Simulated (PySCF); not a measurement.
From a computed spectrum to the compound

A species of 7 atoms with charge 0 has these harmonic modes (B3LYP, small Gaussian bases with core potentials, PySCF 2.14.0):

```tsv
cm⁻¹	km/mol	symmetry
32	16.4	a
62	4.3	e
62	4.3	e
151	49.9	a
190	0.0	e
190	0.0	e
293	0.0	a
313	52.2	e
313	52.2	e
374	0.0	a
431	28.8	e
431	28.8	e
2640	0.0	a
2640	2.6	e
2640	2.6	e
```

Question: Which species is it, and in which structure?

Answer: Yb(SH)3 (singlet in the valence; each metal's 4f electrons, 13 of them, lie in its core potential, out of spins and levels):
```xyz
7

Yb    0.0000    0.0000   -0.0068
S     2.5103   -0.4412    0.0116
H     2.8358    0.8769    0.0210
S    -0.8730    2.3945    0.0116
H    -2.1773    2.0174    0.0210
S    -1.6372   -1.9533    0.0116
H    -0.6585   -2.8943    0.0210
```
Ideal gas at 298.15 K and 1 bar: S = 418.2 J/(mol K), Cp = 120.5 J/(mol K), H − H(0 K) = 26.8 kJ/mol (rigid rotor, harmonic modes, spin degeneracy alone, that of the 4f electrons in the core included; the modes under 60 cm⁻¹ make these uncertain). An lcecp potential fixes the number of 4f electrons, so in runs with it no electron can move into or out of that shell.
 This is one of several that fit.
